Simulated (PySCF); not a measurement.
Complete the spectrum of Zr(OSiMe3)F3

Species: Zr(OSiMe3)F3, C3H9F3OSiZr (singlet state).
Geometry (PBE0-D3(BJ)/def2-SVP, Å), atoms numbered from 1 in this order:
```xyz
18
C3H9F3OSiZr angstrom
Zr    -0.2129   -1.5377   -2.5993
O     -0.1308   -0.4986   -1.0017
Si     0.0198    0.3090    0.4792
C      0.9534    1.8974    0.1594
C      0.9709   -0.8163    1.6322
C     -1.7062    0.6450    1.1156
H      1.1223    2.4530    1.0956
H      0.3953    2.5540   -0.5263
H      1.9354    1.6892   -0.2933
H      1.9710   -1.0384    1.2281
H      1.1028   -0.3473    2.6203
H      0.4420   -1.7709    1.7794
H     -2.2580   -0.2938    1.2794
H     -1.6726    1.1896    2.0727
H     -2.2773    1.2567    0.3998
F      1.5648   -2.0125   -3.1041
F     -1.0584   -0.5362   -3.9871
F     -1.2177   -3.1252   -2.2721
```

Computed, not measured: TDDFT wB97X-D/def2-SVPD, vertical, gas phase, core orbitals frozen in the response, def2 core potentials past Kr in PySCF. Spin–orbit coupling is left out.

Orbital energies (eV): HOMO-3 -12.30, HOMO-2 -12.30, HOMO-1 -10.54, HOMO -10.53, LUMO 1.06, LUMO+1 1.16, LUMO+2 1.20.

Lowest singlets, with some entries withheld (?). The highest level found (8.65 eV, f 0.012 so far) is left out, since the window may have cut off a degenerate partner. Orbitals of the list HOMO-3 to LUMO+2 that lie within 0.01 eV of each other are written together with a slash and their weights summed (≥ marks a lower bound); for degenerate orbitals outside that list single weights are arbitrary.

```json
{"state": "S1", "E (eV)": "7.44", "f": "?", "main configurations (H = HOMO, L = LUMO)": "H-1/H→L+1 (≥33%), H-1/H→L+2 (≥20%), H-3/H-2→L+1 (≥17%)"}
{"state": "S2", "E (eV)": "7.53", "f": "0.0059", "main configurations (H = HOMO, L = LUMO)": "H-1/H→L+1 (≥37%), H-1/H→L+2 (≥18%)"}
{"state": "S3", "E (eV)": "7.53", "f": "0.0072", "main configurations (H = HOMO, L = LUMO)": "H-1/H→L+2 (≥43%), H-3/H-2→L+2 (≥17%)"}
{"state": "S4", "E (eV)": "?", "f": "0.047", "main configurations (H = HOMO, L = LUMO)": "?"}
{"state": "S5", "E (eV)": "7.89", "f": "?", "main configurations (H = HOMO, L = LUMO)": "?"}
{"state": "S6", "E (eV)": "7.97", "f": "?", "main configurations (H = HOMO, L = LUMO)": "H-1/H→L+2 (≥37%), H-1/H→L+1 (≥28%)"}
{"state": "S7", "E (eV)": "8.58", "f": "0.0007", "main configurations (H = HOMO, L = LUMO)": "H-1/H→L+4 (≥22%), H-1/H→L+7 (≥16%), H-1/H→L+5 (≥9%)"}
{"state": "S8", "E (eV)": "8.58", "f": "0.0027", "main configurations (H = HOMO, L = LUMO)": "H-1/H→L+4 (≥12%), H-1/H→L+7 (≥9%), H-1/H→L+6 (≥9%)"}
{"state": "S9", "E (eV)": "?", "f": "0.0027", "main configurations (H = HOMO, L = LUMO)": "H-1/H→L+5 (≥26%), H-1/H→L+8 (≥16%)"}
```

Q: Fill in the withheld entries.

A: 
- S1: f = 0.0001
- S4: E = 7.88 eV; H-1/H→L (≥67%), H-1/H→L+3 (≥14%)
- S5: f = 0.053; H-1/H→L (≥68%), H-1/H→L+3 (≥13%)
- S6: f = 0.158
- S9: E = 8.61 eV

Q: Which level carries the most intensity, and what share of the listed sum of f?

A: S6, with f = 0.158 of 0.278, 57%.

Q: What is the mean static polarisability from the same response equations?

A: 99.5 au (14.75 Å³), with principal values 94.2, 94.4 and 110.0 au.

Q: Where do the lowest triplets lie (Tamm–Dancoff)?

A: T1 7.18 eV, H-1/H→L+1 (≥28%), H-1/H→L+2 (≥19%), H-3/H-2→L+1 (≥17%); T2 7.32 eV, H-1/H→L+1 (≥26%), H-3/H-2→L+1 (≥17%), H-1/H→L+2 (≥16%); T3 7.32 eV, H-1/H→L+2 (≥24%), H-1/H→L+1 (≥18%), H-3/H-2→L+2 (≥17%). E(S1) − E(T1) = +0.26 eV.
